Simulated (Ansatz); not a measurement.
Born–Oppenheimer molecular dynamics of HOSSe (4 atoms, charge 0, multiplicity 2). It starts at the highest image of a converged band, a first-order saddle point between two minima.

Computed with Ansatz 0.2.0, UKS PBE0-D4/def2-SVP.

```yaml
ensemble: NVE (velocity Verlet)
time_step: 0.5 fs
steps_asked: 200
starting_velocities_drawn_for: 100 K
seed: 12642
```

First frame:

```xyz
4
Properties=species:S:1:pos:R:3
O -1.641 0.172 0.614
Se -0.025 0.144 0.746
S 1.035 0.633 -1.144
H 0.632 -0.948 -0.215
```

Task: What does the run give?

Result: All steps were run.

```yaml
steps_done: 200
time_covered: 100 fs
mean_temperature_over_the_second_half: 682 K
spread_of_the_potential_energy_over_the_second_half: 19.1 meV per atom
mean_potential_energy_of_the_second_half_above_the_start: -37.6 meV per atom
```

The conserved energy stayed within 0.032 meV per atom of its start (net change 0.016 meV per atom), so the integration is sound. The kinetic energy rose, since the run started high on the potential surface and went downhill. A run of 0.1 ps of so small a system gives no equilibrium averages.

Task: What happens to the structure?

Result: Between its relaxed ends the band would form Se2–H4 and break S3–H4. These pairs go: Se2–H4 1.60 → 1.51 Å, S3–H4 1.88 → 2.89 Å. In the last frame they stand as after the step (other bonds may differ from the relaxed reactants and products). It ends as one piece, HOSSe. Pairs count as bonded within 1.25 times the sum of covalent radii (0.12 Å more for H–H). The details hang on the random start.

Task: How do temperature and energy run in time?

Result: 
| time (fs) | T (K) | potential energy less start (eV) | conserved less start (meV/atom) |
| --- | --- | --- | --- |
| 0.0 | 100 | 0.000 | 0.00 |
| 3.0 | 95 | 0.001 | 0.00 |
| 6.0 | 89 | 0.003 | 0.00 |
| 9.0 | 95 | 0.001 | 0.00 |
| 12.0 | 133 | -0.008 | 0.01 |
| 15.0 | 254 | -0.040 | 0.01 |
| 18.0 | 492 | -0.101 | 0.00 |
| 21.0 | 777 | -0.175 | -0.02 |
| 24.0 | 970 | -0.225 | -0.03 |
| 27.0 | 989 | -0.230 | -0.03 |
| 30.0 | 853 | -0.195 | -0.02 |
| 33.0 | 652 | -0.143 | 0.00 |
| 36.0 | 494 | -0.102 | 0.00 |
| 39.0 | 433 | -0.086 | 0.00 |
| 42.0 | 461 | -0.093 | 0.00 |
| 45.0 | 551 | -0.117 | 0.00 |
| 48.0 | 679 | -0.150 | 0.00 |
| 51.0 | 826 | -0.188 | -0.01 |
| 54.0 | 956 | -0.221 | -0.02 |
| 57.0 | 1014 | -0.236 | -0.02 |
| 60.0 | 950 | -0.220 | -0.03 |
| 63.0 | 755 | -0.169 | -0.02 |
| 66.0 | 489 | -0.101 | -0.01 |
| 69.0 | 265 | -0.043 | 0.01 |
| 72.0 | 190 | -0.023 | 0.01 |
| 75.0 | 300 | -0.052 | 0.01 |
| 78.0 | 546 | -0.115 | -0.01 |
| 81.0 | 826 | -0.188 | -0.02 |
| 84.0 | 1025 | -0.239 | -0.03 |
| 87.0 | 1067 | -0.250 | -0.03 |
| 90.0 | 944 | -0.218 | -0.02 |
| 93.0 | 704 | -0.156 | -0.01 |
| 96.0 | 437 | -0.087 | 0.00 |
| 99.0 | 271 | -0.044 | 0.01 |

Run time: 2.2 min on 2 threads of AMD EPYC 9R45 96-Core Processor (Zen 5), with other jobs on the host, peak memory 0.22 GiB.
